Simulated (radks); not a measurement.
The numbers below are computed, except where a source is named.
Polarisability of the ruthenium ion Ru3+, [Kr] 4d5, at imaginary frequency. Code: a radial shooting solver on a logarithmic mesh with Libxc functionals. Model: scalar-relativistic Kohn-Sham, LDA (Slater exchange, Perdew-Wang correlation), spin-polarised, spherical densities, finite nucleus; open shells are filled with parallel spins first (spin-orbit coupling, left out, can overturn this in heavy ions); Fermi nuclear charge, rms radius 4.4809 fm. Response by self-consistent Sternheimer equations with the Hartree and adiabatic LDA kernel, the relativistic mass of each level held fixed and spin-orbit coupling left out.

| w (hartree) | alpha1(iw) (bohr^3) |
|---|---|
| 0.00266 | 5.166 |
| 0.0143 | 5.164 |
| 0.0360 | 5.158 |
| 0.0697 | 5.136 |
| 0.118 | 5.083 |
| 0.186 | 4.969 |
| 0.280 | 4.754 |
| 0.413 | 4.389 |
| 0.605 | 3.847 |
| 0.892 | 3.135 |
| 1.35 | 2.298 |
| 2.12 | 1.434 |
| 3.59 | 0.7069 |
| 6.94 | 0.2566 |
| 17.5 | 0.06156 |

Static values: alpha1 = 5.166 bohr^3 (0.7655 angstrom^3; uncoupled 7.440). C6 = 23.81, triple-dipole C9 = 85.88 atomic units. One-pole (London) frequency 4 C6 / (3 alpha1^2) = 1.190 hartree, against 1.431 for minus the highest occupied eigenvalue.
